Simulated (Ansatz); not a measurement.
Ansatz (a quantum-chemistry and plane-wave program) input (CCSD(T)/def2-SVPD):

Ansatz 0.2 input:
```yaml
crystal:
  periodic: [false, false, false]
  atoms:
    - {symbol: Mg, position_ang: [1.07465477, 0.19135820, 0.12472361]}
    - {symbol: Br, position_ang: [-0.32716292, 1.64158889, -1.35875099]}
    - {symbol: Br, position_ang: [-0.04129015, -1.70719742, 1.31598861]}
basis:
  gaussian:
    orbitals: def2-SVPD
total_charge: -1
magnetization: {spin_polarized: true, initial_magnetization: 1}
correlation: {method: ccsd_t, electrons: outside_noble_gas}
output: {forces: true}
```

End of the output:

```
cycle   5  -8.14045889 eV  change   -1.1e-4 eV  update   6.3e-4
cycle   6  -8.14056898 eV  change   -1.1e-4 eV  update   2.4e-4
cycle   7  -8.14058314 eV  change   -1.4e-5 eV  update   7.7e-5
cycle   8  -8.14057409 eV  change    9.0e-6 eV  update   2.6e-5
cycle   9  -8.14057347 eV  change    6.2e-7 eV  update   1.0e-5
cycle  10  -8.14057459 eV  change   -1.1e-6 eV  update   3.5e-6
cycle  11  -8.14057468 eV  change   -9.2e-8 eV  update   1.3e-6
cycle  12  -8.14057470 eV  change   -1.7e-8 eV  update   4.9e-7
perturbative correction -0.21901293 eV, -0.0080485767 hartree
the calculation of the forces begins
Total energy: -145424.78350409 eV, -5344.2622213165 hartree
Atom 0 at     1.074655     0.191358     0.124724 Å, force     0.249007     0.044339     0.028900 eV/Å
Atom 1 at    -0.327163     1.641589    -1.358751 Å, force    -0.139752     0.156457    -0.157122 eV/Å
Atom 2 at    -0.041290    -1.707197     1.315989 Å, force    -0.109255    -0.200796     0.128222 eV/Å
Dipole moment:    -0.280152    -0.049885    -0.032514 e Å
```
